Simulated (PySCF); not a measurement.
BeH4Si. Atoms are numbered in the order given.

```xyz
6

Be     0.0000     0.0000    -1.7037
H      0.0000     0.0000    -3.0346
Si     0.0000     0.0000     0.4804
H      1.1943     0.6895     1.0413
H      0.0000    -1.3791     1.0413
H     -1.1943     0.6895     1.0413
```

Geometry: B3LYP-D3(BJ)/def2-TZVP.

Vertical ionisation energy (IE) and electron affinity (EA) in eV. Rows of orbital energies are one-electron estimates. Where ΔSCF, EOM or ADC give a negative EA the extra electron is unbound and the value depends on the basis.

```
level                                            IE    EA
---------------------------------------------  ----  ----
−ε(HOMO), −ε(LUMO), M06-2X/def2-TZVPD (PySCF)  8.88  0.73
−ε(HOMO), −ε(LUMO), PBE/def2-TZVPD (PySCF)     6.76  2.23
```
